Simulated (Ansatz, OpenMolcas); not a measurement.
**GaHCl2O (SMILES [OH][Ga]([Cl])[Cl]): the vertical ionisation energy from total energies**

GaHCl2O: 5 atoms, total charge 0, spin state singlet. SMILES: `[OH][Ga]([Cl])[Cl]`. The shape is that of a PBE0-D4/def2-TZVP optimisation.

Both states at this one shape; open shells run unrestricted unless said. 1 Eh = 27.2114 eV.

| level | program | singlet GaHCl2O (Eh) | doublet GaHCl2O+ (Eh) |
| --- | --- | --- | --- |
| B3LYP/6-31G* (Cartesian functions) | Ansatz | -2920.977016 | -2920.558390 |
| B2PLYP/def2-SVP, 20 core orbitals frozen | Ansatz | -2919.901399 | -2919.466418 |
| CCSD(T)/def2-SVP, open shells restricted, 20 core orbitals frozen | OpenMolcas | -2917.937912 | -2917.505719 |

Task: Work out the vertical ionisation energy at each level.

Result: 
1. B3LYP/6-31G* (Cartesian functions): -2920.558390 − (-2920.977016) = 0.418626 Eh = 11.39 eV.
2. B2PLYP/def2-SVP: -2919.466418 − (-2919.901399) = 0.434981 Eh = 11.84 eV.
3. CCSD(T)/def2-SVP, open shells restricted: -2917.505719 − (-2917.937912) = 0.432193 Eh = 11.76 eV.

No measured value is set beside it here; the levels span 11.39 to 11.84 eV. All-electron rows are non-relativistic unless named.
